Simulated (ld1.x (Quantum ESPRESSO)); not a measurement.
## Before and after: TM potential for aluminium

Al (Z = 13), norm-conserving Troullier–Martins (Kleinman–Bylander form), made with ld1.x (Quantum ESPRESSO) 7.5 (PBE, scalar-relativistic). Core [Ne], reference 3s2 3p1. Waves: 3s (bound): rc 2.20 bohr; 3p (bound): rc 2.10 bohr; 3d channel at 0.05 Ry: rc 2.05 bohr. Local part: all-electron potential smoothed inside 1.75 bohr (lloc = -1). Core correction: a·sin(br)/r model core inside 1.80 bohr.

All-electron outer shells of the reference configuration (PBE, scalar-relativistic, ld1.x):

```tsv
shell	level (eV)	outermost node (bohr)	outermost maximum (bohr)
2s	-108.17	0.16	0.50
2p	-69.64	–	0.43
3s	-7.75	0.80	2.09
3p	-2.71	0.82	2.64
```

Change: local potential the d channel.

Cutoffs: the cutoffs (Ry, on a coarse ladder) from which the occupation-weighted sum of valence levels, in a spherical-Bessel basis at the reference potential, stays within 10 and 1 mRy of its value at 400 Ry; they do not see the model core or the augmentation charge, which bear on the density cutoff. Errors are all-electron minus pseudo energies relative to the spin-unpolarised reference configuration.

What does the change do?

The potential gets neither clearly harder nor softer (10 Ry and 25 Ry → 10 Ry and 25 Ry); of the 7 tests that both files solve, the error grows in 3 and shrinks in 1 by more than 15 % and 0.3 meV (median size 0.8 → 0.6 meV); neither file shows a bound ghost.

```csv
quantity,base,changed
"cutoff, loose",10 Ry,10 Ry
"cutoff, tight",25 Ry,25 Ry
bound ghosts,none,none
"error for 3s2 3p0, meV [ΔE 5.76 eV]",+0.2,+0.7
"error for 3s1 3p0, meV [ΔE 24.99 eV]",+7.8,+13
"error for 3s2 3p0.5, meV [ΔE 2.09 eV]",+0.1,+0.1
"error for 3s2 3p1.3, meV [ΔE -0.57 eV]",+0.1,+0.1
"error for 3s0 3p3, meV [ΔE 10.45 eV]",-0.9,-0.4
"error for 3s1 3p2, meV [ΔE 5.14 eV]",-0.8,-0.6
"error for 3s1 3p1, meV [ΔE 11.57 eV]",+1.3,+2.7
s: phases at 2.41 bohr within 0.05 rad from the reference energy up to (Ry; the scan ends near 5),1.9,1.2
p: phases at 2.41 bohr within 0.05 rad from the reference energy up to (Ry; the scan ends near 5),2.9,2.5
d: phases at 2.41 bohr within 0.05 rad from the reference energy up to (Ry; the scan ends near 5),4.5,4.4
```
